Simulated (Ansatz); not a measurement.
Molecule: BeF, charge 0, multiplicity 2. 
Coordinates optimised at B3LYP-D3(BJ)/def2-TZVP (Ansatz, a quantum-chemistry and plane-wave program):
```
Be
F 1 1.3730
```
Charge 0, spin multiplicity 2.

Quantity: atomisation energy (electronic, to ground-state atoms), in eV. Correlated levels leave the core frozen unless marked. UHF or UKS for open shells. No spin-orbit coupling. Non-relativistic. The coupled-cluster limit lacks core correlation, which all-electron functionals hold. CBS marks a two-point X^-3 extrapolation of the correlation energy; Hartree-Fock from the larger set.

| level | program | atomisation energy (eV) | minus last row |
|---|---|---|---|
| HF/def2-QZVPPD | Ansatz | 4.95 | -0.93 |
| CAM-B3LYP-D4/def2-TZVPD | Ansatz + dftd4 | 6.07 | 0.19 |
| B2PLYP-D3(BJ)/def2-TZVPD | Ansatz + dftd3 | 5.97 | 0.09 |
| MP2/def2-TZVPP | Ansatz | 6.16 | 0.28 |
| CCSD/def2-SVP | Ansatz | 4.97 | -0.91 |
| CCSD(T)/6-31G | Ansatz | 4.62 | -1.26 |
| CCSD(T)/CBS(def2-TZVPPD,def2-QZVPPD) | Ansatz | 5.88 | 0.00 |
